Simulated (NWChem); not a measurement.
C2HClF2; SMILES F/C=C(\F)Cl

### Question
Give the equilibrium geometry at PBE0/def2-SVP (NWChem) as an XYZ file, with the point group.

### Answer
point group Cs; any orientation.
```
6

F     -0.2892    -2.2495     0.0000
C     -0.7030    -0.9913     0.0000
C      0.1649     0.0213     0.0000
F      1.4684    -0.1582     0.0000
Cl    -0.3283     1.6594     0.0000
H     -1.7835    -0.8439     0.0000
```
